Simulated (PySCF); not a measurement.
## Radial density of Pd²⁶⁺ (palladium, charge +26)

TPSSh, [Ar] 3d2, high-spin 3F determinant. Calculation: PySCF 2.14, in an uncontracted even-tempered set (17 s from 3.4 bohr⁻², ratio 2.5; 11 p from 4.4 bohr⁻², ratio 2.5; 8 d from 4.4 bohr⁻², ratio 2.5; 4 f from 15 bohr⁻², ratio 2.7; 3 g from 23 bohr⁻², ratio 2.7); no relativity, point nucleus.

```json
{"r (bohr)": "0.000455", "4πr²ρ (e/bohr)": "0.1709", "4πr²(ρα − ρβ)": "0.0000"}
{"r (bohr)": "0.000766", "4πr²ρ (e/bohr)": "0.4698", "4πr²(ρα − ρβ)": "0.0000"}
{"r (bohr)": "0.00129", "4πr²ρ (e/bohr)": "1.267", "4πr²(ρα − ρβ)": "0.0000"}
{"r (bohr)": "0.00217", "4πr²ρ (e/bohr)": "3.306", "4πr²(ρα − ρβ)": "-0.0001"}
{"r (bohr)": "0.00365", "4πr²ρ (e/bohr)": "8.164", "4πr²(ρα − ρβ)": "-0.0002"}
{"r (bohr)": "0.00613", "4πr²ρ (e/bohr)": "18.39", "4πr²(ρα − ρβ)": "-0.0004"}
{"r (bohr)": "0.0103", "4πr²ρ (e/bohr)": "35.50", "4πr²(ρα − ρβ)": "-0.0008"}
{"r (bohr)": "0.0173", "4πr²ρ (e/bohr)": "53.38", "4πr²(ρα − ρβ)": "-0.0009"}
{"r (bohr)": "0.0292", "4πr²ρ (e/bohr)": "56.20", "4πr²(ρα − ρβ)": "0.0036"}
{"r (bohr)": "0.0491", "4πr²ρ (e/bohr)": "50.31", "4πr²(ρα − ρβ)": "0.0609"}
{"r (bohr)": "0.0826", "4πr²ρ (e/bohr)": "67.68", "4πr²(ρα − ρβ)": "0.5797"}
{"r (bohr)": "0.139", "4πr²ρ (e/bohr)": "54.25", "4πr²(ρα − ρβ)": "3.0526"}
{"r (bohr)": "0.234", "4πr²ρ (e/bohr)": "31.90", "4πr²(ρα − ρβ)": "6.9200"}
{"r (bohr)": "0.393", "4πr²ρ (e/bohr)": "28.11", "4πr²(ρα − ρβ)": "4.0026"}
{"r (bohr)": "0.661", "4πr²ρ (e/bohr)": "1.960", "4πr²(ρα − ρβ)": "0.2494"}
{"r (bohr)": "1.11", "4πr²ρ (e/bohr)": "0.005676", "4πr²(ρα − ρβ)": "0.0008"}
```

A non-relativistic calculation at this Z misses sizeable relativistic shifts. Spin-orbit coupling, absent here, splits the open shell strongly.
